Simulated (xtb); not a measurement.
xtb input (GFN2-xTB):

```bash
xtb mol.xyz --gfn 2 --ohess tight --chrg 1 --uhf 0
```
mol.xyz:
```
3

Sc    -0.01822743    -0.00674723    -0.01196919
Cl    -0.12340302     1.61065397    -1.54399509
Cl     0.15748332    -1.65112376     1.51997549
```

Output:

```
           -------------------------------------------------
          |                Calculation Setup                |
           -------------------------------------------------

           -------------------------------------------------
          |                 G F N 2 - x T B                 |
           -------------------------------------------------

        Reference                      10.1021/acs.jctc.8b01176
      * Hamiltonian:
        H0-scaling (s, p, d)           1.850000    2.230000    2.230000
        zeta-weighting                 0.500000
      * Dispersion:
        s8                             2.700000
        a1                             0.520000
        a2                             5.000000
        s9                             5.000000
      * Repulsion:
        kExp                           1.500000    1.000000
        rExp                           1.000000
      * Coulomb:
        alpha                          2.000000
        third order                    shell-resolved
        anisotropic                    true
        a3                             3.000000
        a5                             4.000000
        cn-shift                       1.200000
        cn-exp                         4.000000
        max-rad                        5.000000

          ...................................................
          :                      SETUP                      :
          :.................................................:
          :  # basis functions                  30          :
          :  # atomic orbitals                  27          :
          :  # shells                            9          :
          :  # electrons                        16          :
          :  max. iterations                   250          :
          :  Hamiltonian                  GFN2-xTB          :
          :  restarted?                      false          :
          :  GBSA solvation                  false          :
          :  PC potential                    false          :
          :  electronic temp.          300.0000000     K    :
          :  accuracy                    1.0000000          :
          :  -> integral cutoff          0.2500000E+02      :
          :  -> integral neglect         0.1000000E-07      :
          :  -> SCF convergence          0.1000000E-05 Eh   :
          :  -> wf. convergence          0.1000000E-03 e    :
          :  Broyden damping             0.4000000          :
          :  net charge                          1          :
          :  unpaired electrons                  0          :
          ...................................................

 iter      E             dE          RMSdq      gap      omega  full diag
   1     -7.1979722 -0.719797E+01  0.326E+01    0.01       0.0  T
   2     -9.1402860 -0.194231E+01  0.195E+01   11.33       1.0  T
   3     -9.5330681 -0.392782E+00  0.183E+01    5.25       1.0  T
   4     -9.0704405  0.462628E+00  0.248E+01   12.28       1.0  T
   5      3.5557245  0.126262E+02  0.756E+01    0.23       1.0  T
   6      3.5587924  0.306792E-02  0.756E+01    0.22       1.0  T
[...]
 q only:       -1.018       0.110       0.224
   full:       -1.146       0.128       0.255       3.003
molecular quadrupole (traceless):
                xx          xy          yy          xz          yz          zz
 q only:        0.657      -0.291      -0.310      -0.345      -0.788      -0.347
  q+dip:        0.851      -0.434      -0.393      -0.486      -1.219      -0.458
   full:        2.335       0.019      -1.322      -0.522       2.009      -1.013

           -------------------------------------------------
          |                Geometry Summary                 |
           -------------------------------------------------

      molecular mass/u    :      115.8617834
   center of mass at/Å    :       -0.0450826      -0.0088696       0.0001011
  moments of inertia/u·Å² :        0.2512408E+02   0.2912999E+03   0.3164240E+03
rotational constants/cm⁻¹ :        0.6709752E+00   0.5787037E-01   0.5327546E-01

 * 2 selected distances

     #   Z          #   Z                                           value/Å
     1  21 Sc       2  17 Cl                                      2.2408868 (max)
     1  21 Sc       3  17 Cl                                      2.2408325 (min)

 * 1 distinct bonds (by element types)

   Z      Z             #   av. dist./Å        max./Å        min./Å
  17 Cl  21 Sc          2     2.2408597     2.2408868     2.2408325

           -------------------------------------------------
          |               Frequency Printout                |
           -------------------------------------------------
 projected vibrational frequencies (cm⁻¹)
eigval :       -0.00    -0.00    -0.00    -0.00     0.00     0.00
eigval :       32.05   300.69   392.77
 reduced masses (amu)
   1: 35.81   2: 35.86   3: 39.56   4: 38.30   5: 37.92   6: 42.62   7: 38.73   8: 37.99
   9: 40.81
 IR intensities (km·mol⁻¹)
   1:  0.81   2:  0.90   3:  9.43   4:  6.50   5:  5.63   6: 16.24   7: 10.03   8:  4.17
   9: 72.21
 Raman intensities (Ä⁴*amu⁻¹)
   1:  0.00   2:  0.00   3:  0.00   4:  0.00   5:  0.00   6:  0.00   7:  0.00   8:  0.00
   9:  0.00
 output can be read by thermo (or use thermo option).
 writing <g98.out> molden fake output.
 recommended (thermochemical) frequency scaling factor: 1.0
           -------------------------------------------------
          |             Thermodynamic Functions             |
           -------------------------------------------------

c2v symmetry found (for desy threshold:  0.10E+00) used in thermo

          ...................................................
          :                      SETUP                      :
          :.................................................:
          :  # frequencies                           3      :
          :  # imaginary freq.                       0      :
          :  linear?                             false      :
          :  only rotor calc.                    false      :
          :  symmetry                              c2v      :
          :  rotational number                       2      :
          :  scaling factor                  1.0000000      :
          :  rotor cutoff                   50.0000000 cm⁻¹ :
          :  imag. cutoff                  -20.0000000 cm⁻¹ :
          :.................................................:

    mode    ω/cm⁻¹     T·S(HO)/kcal·mol⁻¹    T·S(FR)/kcal·mol⁻¹   T·S(vib)
   ------------------------------------------------------------------------
Note: The following floating-point exceptions are signalling: IEEE_UNDERFLOW_FLAG IEEE_DENORMAL
normal termination of xtb
       1     32.05    -1.69889 ( 14.45%)    -1.18753 ( 85.55%)    -1.26141
   ------------------------------------------------------------------------

   temp. (K)  partition function   enthalpy   heat capacity  entropy
                                   cal/mol     cal/K/mol   cal/K/mol   J/K/mol
 298.15  VIB   10.7                 1009.561      4.294      6.634
         ROT  0.581E+05              888.752      2.981     24.782
         INT  0.623E+06             1898.313      7.275     31.416
         TR   0.121E+28             1481.254      4.968     40.139
         TOT                        3379.5672    12.2431    71.5545   299.3841

       T/K    H(0)-H(T)+PV         H(T)/Eh          T*S/Eh         G(T)/Eh
   ------------------------------------------------------------------------
    298.15    0.538568E-02    0.703852E-02    0.339979E-01   -0.269593E-01
   ------------------------------------------------------------------------

         :::::::::::::::::::::::::::::::::::::::::::::::::::::
         ::                  THERMODYNAMIC                  ::
         :::::::::::::::::::::::::::::::::::::::::::::::::::::
         :: total free energy          -9.730910755916 Eh   ::
         ::.................................................::
         :: total energy               -9.703951409954 Eh   ::
         :: zero point energy           0.001652835313 Eh   ::
         :: G(RRHO) w/o ZPVE           -0.028612181275 Eh   ::
         :: G(RRHO) contrib.           -0.026959345962 Eh   ::
         :::::::::::::::::::::::::::::::::::::::::::::::::::::

optimized geometry written to: xtbopt.xyz

           -------------------------------------------------
          | TOTAL ENERGY               -9.703951409954 Eh   |
          | TOTAL ENTHALPY             -9.696912891504 Eh   |
          | TOTAL FREE ENERGY          -9.730910755916 Eh   |
          | GRADIENT NORM               0.000037881052 Eh/α |
          | HOMO-LUMO GAP               1.739449263168 eV   |
           -------------------------------------------------

------------------------------------------------------------------------
------------------------------------------------------------------------
 total:
 SCF:
 ANC optimizer:
 analytical hessian:
```

The spin state was set by rule; other spins were not relaxed.
